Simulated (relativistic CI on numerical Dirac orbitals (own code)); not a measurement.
# Sensitivity of the levels of Ce³⁷⁺ to α and to the nuclear radius

Calculated at this level of theory: Dirac-Coulomb-Breit CI, KLI orbitals optimised for each configuration, derivatives by finite differences, unscaled Slater integrals, QED left out (own radial code, finite nucleus).

Configurations in the expansion (outside the closed core [Ne]): 3s2 3p6 3d3, 3s2 3p5 3d4, 3s 3p6 3d4, 3p6 3d5, 3s2 3p6 3d2 4s, 3s2 3p6 3d2 4p, 3s2 3p6 3d2 4d, 3s2 3p5 3d3 4s. Levels of other configurations are missing.

With x = (α/α₀)² − 1 an excitation energy changes as ω = ω₀ + qx; K = 2q/ω₀ is the relative enhancement. Terms are leading LS components, so labels can repeat. The field-shift factor is F = δν/δ⟨r²⟩ for the transition from the lowest level.

Lowest level 3s2 3p6 3d3 4F_3/2.

```csv
Level,ω₀ (cm⁻¹),q (cm⁻¹),F (GHz/fm²)
3s2 3p6 3d3 4F_5/2,134165,172500,1.93
3s2 3p6 3d3 4P_3/2,182118,157500,1.68
3s2 3p6 3d3 4F_7/2,187412,187400,2.15
3s2 3p6 3d3 2G_9/2,198570,169700,2.1
3s2 3p6 3d3 4P_1/2,210451,166700,1.7
3s2 3p6 3d3 4P_5/2,317453,229200,2.46
3s2 3p6 3d3 2G_7/2,330219,332000,3.76
3s2 3p6 3d3 4F_9/2,349388,346400,4.11
3s2 3p6 3d3 4P_3/2,383911,345600,3.63
3s2 3p6 3d3 2P_1/2,400510,348200,3.81
3s2 3p6 3d3 2H_11/2,410886,342400,4.31
3s2 3p6 3d3 2D_5/2,432009,317100,3.13
3s2 3p6 3d3 2F_5/2,455639,347100,3.76
```

At this charge energies of transitions that change n are usually good to better than 1 %, and those within a shell (Δn = 0) to a few per cent. Terms inside the open d or f shell come out 10 to 20 % too wide with unscaled integrals.

Q: Which transition from the lowest level has the largest |K|?

A: 3s2 3p6 3d3 4F_5/2 at 134165 cm⁻¹, K = 2.57.
